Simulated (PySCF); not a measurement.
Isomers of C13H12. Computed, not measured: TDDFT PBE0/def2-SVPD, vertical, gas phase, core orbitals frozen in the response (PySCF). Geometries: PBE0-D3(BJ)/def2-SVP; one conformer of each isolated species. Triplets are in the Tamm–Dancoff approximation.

A. `C#C[C@@]1(C)C[C@@]12C=CC=C2C#CC`
B. `CC1=C2CCC3=C2C(=CC=C3)C=C1`
C. `c1c(cccc1)Cc1ccccc1`

Lowest singlet levels (six at most, fewer where fewer were computed) with oscillator strengths:

1. 4.23 eV (f 0.079); 4.42 eV (f 0.013); 5.51 eV (f 0.000); 5.66 eV (f 0.001); 5.75 eV (f 1.143); 6.06 eV (f 0.184); T1 2.87 eV
2. 5.25 eV (f 0.014); 5.40 eV (f 0.001); 5.68 eV (f 0.058); 5.81 eV (f 0.007); 6.05 eV (f 0.100); 6.07 eV (f 0.002); T1 4.00 eV
3. 3.95 eV (f 0.194); 4.79 eV (f 0.010); 5.03 eV (f 0.109); 5.43 eV (f 0.003); 5.44 eV (f 0.029); 5.62 eV (f 0.002); T1 2.38 eV

Question: Match each spectrum to its molecule.

Answer: 1 = B, 2 = C, 3 = A.
- A: S1 at 3.95 eV, HOMO→LUMO (97%); Löwdin shares by element: HOMO carbon 66% or more (atoms not listed hold the other 34%); LUMO carbon 57% or more (atoms not listed hold the other 43%); HOMO -5.88 and LUMO -1.31 eV.
- B: S1 at 4.23 eV, HOMO→LUMO (91%); Löwdin shares by element: HOMO carbon 49% or more (atoms not listed hold the other 51%); LUMO carbon 46% or more (atoms not listed hold the other 54%); HOMO -5.86 and LUMO -0.97 eV; point group Cs, 1 of its 6 listed states under f = 0.0005.
- C: S1 at 5.25 eV, HOMO→LUMO (62%), HOMO-2→LUMO+1 (18%), HOMO-1→LUMO+2 (12%); Löwdin shares by element: HOMO carbon 45% or more (atoms not listed hold the other 55%); LUMO carbon 39% or more (atoms not listed hold the other 61%); HOMO -6.84 and LUMO -0.44 eV; point group C2.
